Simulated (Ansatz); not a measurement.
System: 1,1,1-trifluoroethane, C₂H₃F₃ (charge 0, singlet). SMILES: CC(F)(F)F
Structure (B3LYP-D3(BJ)/def2-TZVP (Ansatz, an electronic-structure program) minimum search):
```
C
F 1 1.3503
F 1 1.3503 2 107.01
F 1 1.3503 2 107.01 3 -114.42
C 1 1.5015 2 111.83 3 122.79
H 5 1.0883 1 109.29 2 180.00
H 5 1.0883 6 109.65 1 119.78
H 5 1.0883 6 109.65 7 120.45
```

Quantity: vertical ionisation energy (to the doublet state of charge +1; each state is the SCF solution reached for its spin; the molecule has degenerate orbitals, so one determinant may break the symmetry), in eV. Valence correlation only, unless marked. Open shells are spin-unrestricted. No spin-orbit coupling. No relativistic terms. CBS(X,Y): correlation extrapolated as X^-3; Hartree-Fock from the larger set. [CCSD(T)-MP2]/basis is that difference in the basis named.

```csv
level,program,vertical ionisation energy (eV),minus last row
HF/aug-cc-pVDZ,Ansatz,13.92,-0.22
SVWN5/def2-TZVPD,Ansatz,13.15,-0.99
B3LYP/def2-TZVPD,Ansatz,13.52,-0.62
BHLYP/def2-TZVPD,Ansatz,14.03,-0.11
wB97M-V/def2-TZVPD,Ansatz,13.70,-0.44
B2PLYP/def2-TZVPD,Ansatz,13.67,-0.47
MP2/aug-cc-pVDZ,Ansatz,14.00,-0.14
"RI-MP2/CBS(aug-cc-pVTZ,aug-cc-pVQZ)",Ansatz,14.25,0.11
"RI-MP2/CBS(aug-cc-pVTZ,aug-cc-pVQZ)+[CCSD(T)-MP2]/aug-cc-pVDZ",Ansatz,14.16,0.02
"RI-MP2/CBS(aug-cc-pVTZ,aug-cc-pVQZ)+[CCSD(T)-MP2]/aug-cc-pVTZ",Ansatz,14.14,0.00
```
